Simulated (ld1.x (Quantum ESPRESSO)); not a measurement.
Rb (Z = 37), PAW: configuration errors across variants

Rb, PAW, made with ld1.x (Quantum ESPRESSO) 7.5 (PBEsol, scalar-relativistic). Core [Ar] 3d10, reference 4s2 4p6 5s1 5p0. Waves: 4s (bound): rcut 1.90, rcutus 2.15 bohr; 5s (bound): rcut 1.90, rcutus 2.15 bohr; 4p (bound): rcut 2.60, rcutus 2.85 bohr; 5p (bound, empty): rcut 2.60, rcutus 2.85 bohr; 4d channel at 0.35 Ry: rcut 2.65, rcutus 2.80 bohr. Local part: all-electron potential smoothed inside 2.00 bohr (lloc = -1). Core correction: a·sin(br)/r model core, default radius (ld1.x builds one for every PAW set, though the input has nlcc=.false.). Augmentation charge: BESSEL, radius 1.65 bohr.

All-electron excitation energies from the reference (eV): (1) 4s2 4p6 5s0 5p0 4.069; (2) 4s2 4p6 5s0.5 5p0 1.561; (3) 4s2 4p6 5s0 5p1 1.492.

The overlap operator is not positive definite (basis up to 400 Ry) in “base”, “local potential all-electron potential smoothed inside 2.60 bohr (lloc = -1)”, “wave 4d channel at 0.35 Ry: rcut 2.65, rcutus 2.80 bohr becomes 4d channel at 0.35 Ry: rcut 1.68, rcutus 1.78 bohr”, “waves 4s (bound): rcut 1.90, rcutus 2.12 bohr; 5s (bound): rcut 1.90, rcutus 2.12 bohr”. Such files are unfit for use, however small their errors in these radial tests.

1 further variants failed, have other tests or too few solved ones, and are left out.

Errors AE − PS in meV (a dash: test not solved or not reliable):

| change | (1) | (2) | (3) | bound ghosts |
| --- | --- | --- | --- | --- |
| base | -0.1 | 0.0 | +0.7 | not determined (overlap not positive) |
| local potential all-electron potential smoothed inside 2.60 bohr (lloc = -1) | -0.2 | -0.1 | -0.1 | not determined (overlap not positive) |
| wave 4d channel at 0.35 Ry: rcut 2.65, rcutus 2.80 bohr becomes 4d channel at 0.35 Ry: rcut 1.68, rcutus 1.78 bohr | -0.1 | 0.0 | +0.7 | not determined (overlap not positive) |
| waves 4s (bound): rcut 1.90, rcutus 2.12 bohr; 5s (bound): rcut 1.90, rcutus 2.12 bohr | -0.1 | 0.0 | +0.3 | not determined (overlap not positive) |

(1) Give the same row for: type RRKJ; waves now 4s (bound): rc 2.15 bohr; 4d channel at 0.35 Ry: rc 2.80 bohr; 4p (bound): rc 2.85 bohr; local potential the p channel; core correction none.

## Answers

(1) -106, -41, -2647; bound ghosts: none.
